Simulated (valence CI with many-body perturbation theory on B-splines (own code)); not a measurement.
E1 transitions of Lu³⁹⁺

Method: configuration interaction combined with many-body perturbation theory (CI+MBPT): four valence electrons over a frozen Dirac-Fock core [Ar] 3d10, a basis of 11 s, 11 p, 9 d, 7 f, 5 g, 2 h, 1 i functions for each j, with the one-electron correlation potential Σ1 (screened to all orders), the two-electron term Σ2, the three-electron term Σ3, Breit, model QED; selected single and double excitations, second order for the rest (own B-spline code, finite nucleus).

The last digits are not significant, and no measured levels were compared; by estimate large intervals hold to a few tenths of a per cent, small ones and those within an open d or f shell to about a per cent.

Lines 201 to 242 of 242 in falling wavelength, among levels below 3505.1 × 10³ cm⁻¹, chosen from the strongest by gf and those to the six lowest levels. Wavelengths and rates use the calculated energies. Electric multipoles are in the length gauge, E1 and E2 with the static RPA response of the core. Weak lines are less certain than strong ones. Lines between different terms over intervals too small for the method are left out, as are lines whose strength nearly cancels. Where a level lies close to another of its J and parity, the split of strength between their lines is uncertain. The highest levels of a list are the least certain.

Levels are named by their leading jj configuration (3d3/2^4 stands for four electrons in 3d with j = 3/2), which in mixed levels can hold well under half, so a name can repeat and another be missing. Letters in brackets count levels of one name in rising energy.

```tsv
λ vac (nm)	Upper	Lower	A (s⁻¹)	S (a.u.) with core polarisation	S without
5.392	(4s 4p1/2 4p3/2 4d3/2) J=1 [b]	(4s 4p1/2^2 4p3/2) J=2	8.10e+11	1.88e-01	2.00e-01
5.385	(4s^2 4p3/2 4d3/2) J=2	(4s^2 4p1/2 4p3/2) J=1	4.87e+11	1.88e-01	2.00e-01
5.372	(4s^2 4p3/2 4d5/2) J=2	(4s^2 4p1/2 4p3/2) J=2	3.24e+08	1.24e-04	1.33e-04
5.365	(4s^2 4p3/2 4d3/2) J=1	(4s^2 4p1/2 4p3/2) J=1	8.28e+11	1.89e-01	2.01e-01
5.349	(4s^2 4p1/2 4d3/2) J=1	(4s^2 4p1/2^2) J=0	1.23e+12	2.80e-01	2.97e-01
5.342	(4s 4p1/2 4p3/2 4d3/2) J=1 [c]	(4s 4p1/2^2 4p3/2) J=2	1.73e+11	3.90e-02	4.14e-02
5.339	(4s^2 4p3/2 4d3/2) J=0	(4s^2 4p1/2 4p3/2) J=1	9.23e+11	6.93e-02	7.37e-02
5.333	(4s 4p1/2 4p3/2 4d3/2) J=0 [b]	(4s 4p1/2^2 4p3/2) J=1	7.77e+11	5.82e-02	6.18e-02
5.310	(4s 4p1/2 4p3/2 4d5/2) J=2 [a]	(4s 4p1/2^2 4p3/2) J=2	3.73e+10	1.38e-02	1.46e-02
5.280	(4s^2 4p3/2 4d5/2) J=2	(4s^2 4p1/2 4p3/2) J=1	1.04e+09	3.77e-04	3.99e-04
5.266	(4s^2 4p1/2 4f5/2) J=2	(4s 4p1/2^2 4p3/2) J=2	1.39e+10	5.00e-03	5.32e-03
5.244	(4s 4p1/2 4p3/2 4d5/2) J=3 [a]	(4s 4p1/2^2 4p3/2) J=2	1.36e+10	6.79e-03	7.20e-03
5.234	(4s 4p1/2 4p3/2 4d5/2) J=1 [a]	(4s 4p1/2^2 4p3/2) J=2	9.42e+07	2.00e-05	2.07e-05
5.169	(4s 4p1/2 4p3/2 4d3/2) J=2 [d]	(4s 4p1/2^2 4p3/2) J=1	4.69e+11	1.60e-01	1.70e-01
5.143	(4s 4p1/2 4p3/2 4d5/2) J=3 [b]	(4s 4p1/2^2 4p3/2) J=2	3.68e+10	1.73e-02	1.84e-02
5.110	(4s 4p1/2 4p3/2 4d5/2) J=2 [b]	(4s 4p1/2^2 4p3/2) J=2	2.21e+10	7.27e-03	7.73e-03
5.102	(4s 4p1/2 4p3/2 4d3/2) J=1 [d]	(4s 4p1/2^2 4p3/2) J=2	4.33e+08	8.52e-05	9.02e-05
5.065	(4s^2 4p1/2 4f5/2) J=3	(4s 4p1/2^2 4p3/2) J=2	8.64e+08	3.88e-04	4.12e-04
5.043	(4s 4p1/2 4p3/2 4d5/2) J=0	(4s 4p1/2^2 4p3/2) J=1	1.92e+11	1.21e-02	1.29e-02
5.034	(4s 4p1/2 4p3/2 4d5/2) J=3 [c]	(4s 4p1/2^2 4p3/2) J=2	2.03e+11	8.94e-02	9.50e-02
4.951	(4s 4p1/2 4p3/2 4d5/2) J=2 [d]	(4s 4p1/2^2 4p3/2) J=1	2.35e+10	7.04e-03	7.47e-03
4.947	(4s^2 4p3/2 4d5/2) J=1	(4s^2 4p1/2 4p3/2) J=2	1.23e+10	2.20e-03	2.34e-03
4.942	(4s^2 4p3/2 4d5/2) J=3	(4s^2 4p1/2 4p3/2) J=2	3.66e+10	1.53e-02	1.62e-02
4.927	(4s 4p1/2 4p3/2^2) J=1 [a]	(4s^2 4p1/2^2) J=0	3.65e+10	6.46e-03	6.86e-03
4.910	(4s 4p1/2 4p3/2 4d5/2) J=1 [b]	(4s 4p1/2^2 4p3/2) J=2	6.75e+09	1.18e-03	1.26e-03
4.888	(4s 4p1/2 4p3/2 4d3/2) J=2 [d]	(4s 4p1/2^2 4p3/2) J=2	1.01e+10	2.92e-03	3.10e-03
4.879	(4s 4p3/2^3) J=2	(4s^2 4p1/2 4p3/2) J=2	5.01e+08	1.44e-04	1.52e-04
4.869	(4s^2 4p3/2 4d5/2) J=1	(4s^2 4p1/2 4p3/2) J=1	3.29e+07	5.61e-06	5.89e-06
4.843	(4s 4p1/2 4p3/2^2) J=1 [b]	(4s^2 4p1/2^2) J=0	1.41e+10	2.38e-03	2.52e-03
4.827	(4s 4p1/2 4p3/2 4d5/2) J=3 [d]	(4s 4p1/2^2 4p3/2) J=2	9.75e+08	3.79e-04	4.02e-04
4.820	(4p1/2 4p3/2^3) J=1	(4s 4p1/2^2 4p3/2) J=1	7.45e+10	1.23e-02	1.31e-02
4.803	(4s 4p3/2^3) J=2	(4s^2 4p1/2 4p3/2) J=1	9.00e+09	2.46e-03	2.61e-03
4.799	(4s 4p1/2 4p3/2 4d5/2) J=1 [c]	(4s 4p1/2^2 4p3/2) J=2	1.00e+08	1.64e-05	1.71e-05
4.781	(4s 4p1/2 4p3/2 4d5/2) J=2 [c]	(4s 4p1/2^2 4p3/2) J=2	5.00e+09	1.35e-03	1.43e-03
4.715	(4s 4p1/2 4p3/2 4d5/2) J=3 [e]	(4s 4p1/2^2 4p3/2) J=2	3.20e+10	1.16e-02	1.23e-02
4.693	(4s 4p1/2 4p3/2 4d5/2) J=2 [d]	(4s 4p1/2^2 4p3/2) J=2	1.83e+10	4.68e-03	4.97e-03
4.684	(4s 4p3/2^3) J=1	(4s^2 4p1/2 4p3/2) J=2	2.58e+09	3.92e-04	4.16e-04
4.614	(4s 4p3/2^3) J=1	(4s^2 4p1/2 4p3/2) J=1	1.21e+10	1.75e-03	1.86e-03
4.598	(4p1/2 4p3/2^3) J=2	(4s 4p1/2^2 4p3/2) J=2	1.15e+10	2.75e-03	2.93e-03
4.574	(4p1/2 4p3/2^3) J=1	(4s 4p1/2^2 4p3/2) J=2	1.13e+10	1.60e-03	1.70e-03
3.789	(4s^2 4p3/2 4d5/2) J=1	(4s^2 4p1/2^2) J=0	1.53e+09	1.23e-04	1.32e-04
3.633	(4s 4p3/2^3) J=1	(4s^2 4p1/2^2) J=0	6.90e+08	4.90e-05	5.22e-05
```
